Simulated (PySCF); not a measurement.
Species: C₄H₅BS₂.
Geometry (PBE0-D3(BJ)/def2-SVP, Å), atoms numbered from 1 in this order:
```
atom  x, y, z in Å
C1     3.5564    0.8550    0.9960
C2     2.4151    0.5851    0.6690
B3     0.9960    0.2430    0.2573
S4    -0.4156    1.2617    0.7111
C5    -1.6647    0.0467    0.1534
C6    -1.1316   -0.7204   -1.0366
S7     0.6027   -1.2131   -0.7230
H8     4.5643    1.0926    1.2847
H9    -1.8749   -0.6281    0.9979
H10   -2.5888    0.5886   -0.0964
H11   -1.7217   -1.6287   -1.2288
H12   -1.1433   -0.0993   -1.9459
```

Computed with core-valence-separated Tamm–Dancoff BHandHLYP/aug-pcX-1 (pcseg-1 on H, def2-SVPD on S) in PySCF, non-relativistic, gas phase, PBE0-D3(BJ)/def2-SVP geometry. No shift to experiment was applied.

The lowest roots of each edge with f over 0.003 (five at most, numbered afresh; weaker and dark ones are left out), with transition dipoles (au) in the frame of the coordinates:

| root | edge | E (eV) | f | μx | μy | μz |
| --- | --- | --- | --- | --- | --- | --- |
| 1 | C | 282.49 | 0.0837 | 0.0097 | 0.0655 | -0.0878 |
| 2 | C | 283.03 | 0.0589 | -0.0311 | 0.0720 | 0.0484 |
| 3 | C | 283.63 | 0.0534 | -0.0296 | 0.0673 | 0.0478 |
| 4 | C | 285.32 | 0.0348 | 0.0274 | -0.0628 | -0.0167 |
| 5 | C | 285.34 | 0.0674 | 0.0902 | 0.0266 | 0.0281 |
| 6 | B | 187.50 | 0.0792 | -0.0140 | -0.0726 | 0.1085 |
| 7 | B | 191.42 | 0.0231 | -0.0243 | 0.0544 | 0.0370 |
| 8 | B | 191.64 | 0.0077 | 0.0380 | 0.0092 | 0.0111 |
| 9 | B | 192.88 | 0.0112 | 0.0144 | -0.0449 | -0.0126 |
| 10 | B | 193.17 | 0.0087 | 0.0400 | 0.0098 | 0.0118 |

Task: Molecules are fixed in this frame and the field points along (1, 0, −1)/√2. What effective strengths 3 f cos²θ do the roots have (θ between field and μ)?

Result: root 1 (C1 + C2): 0.099, root 2 (C2): 0.066, root 3 (C1): 0.062, root 4 (C5/C6): 0.020, root 5 (C5/C6): 0.040, root 6 (B3): 0.103, root 7 (B3): 0.026, root 8 (B3): 0.005, root 9 (B3): 0.005, root 10 (B3): 0.006. Averaged over all orientations cos²θ is 1/3, which gives f back.

Cost: about 40 s of CPU time on one thread; the machine was shared, so the figure is rough.

One conformer stands for the species.
